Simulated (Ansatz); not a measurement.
CH6BFOSi can be A, `FBOC[SiH3]`, or B, `CBO[SiH2]F`.

Gas-phase electronic energies from Ansatz, PBE0-D4/def2-TZVP geometries. CCSD(T)/CBS adds triple-zeta CCSD(T) − MP2 to the extrapolated MP2 energy (def2 sets, frozen cores). Functionals use def2-TZVPP. Each species was taken in one conformer, which may not be the lowest.

(1) Which is lower in electronic energy at CCSD(T)/CBS, and by how much? (An estimate is asked.)

(2) Give E(B) − E(A) in kJ/mol with r2SCAN-D4, PBE0-D4, PBE-D4, HF/def2-TZVPP, MP2/def2-TZVPP, ωB97M-V, CCSD/def2-TZVPP. (An estimate is asked.)

Largest T1 diagnostic: 0.013.

## Answers

(1) Ansatz gave: B, by 207.0 kJ/mol.

(2) The calculation gave: r2SCAN-D4 -199.5, PBE0-D4 -190.1, PBE-D4 -179.8, HF/def2-TZVPP -214.6, MP2/def2-TZVPP -211.6, ωB97M-V -199.4, CCSD/def2-TZVPP -203.7. None reverses the order clearly.

From PBE to PBE0 (25 % exact exchange), in def2-TZVPP and without D4, E(B) − E(A) moves by −10.1 kJ/mol.
